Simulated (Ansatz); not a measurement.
Mo(OH)2 (H2MoO2), SMILES [OH][Mo][OH] (connectivity only; charge and spin as stated), neutral, multiplicity 3.

The structure is a stationary point at B3LYP-D3(BJ)/def2-TZVP. The spin state was assumed, not searched. The def2 effective core potentials stand for the cores of Mo; spin–orbit coupling is left out. The values are those of a single conformer.

Two levels are set side by side: PBE/def2-TZVPD (Ansatz, a first-principles code) and CAM-B3LYP/def2-TZVPD (Ansatz). Energy differences of separate SCF runs at the same geometry; the states with an electron removed or added have multiplicity 4 and 4. Differences are taken from unrounded values.

```
quantity                          PBE
-------------------------------  ----
vertical ionisation energy (eV)  6.45
```

Q: These are the PBE values. What does CAM-B3LYP give? (The exact figures need the calculation; the answer reports its results.)

A: 
```json
[
 {"quantity": "vertical ionisation energy (eV)", "CAM-B3LYP": "6.80", "PBE minus CAM-B3LYP": "-0.35"}
]
```
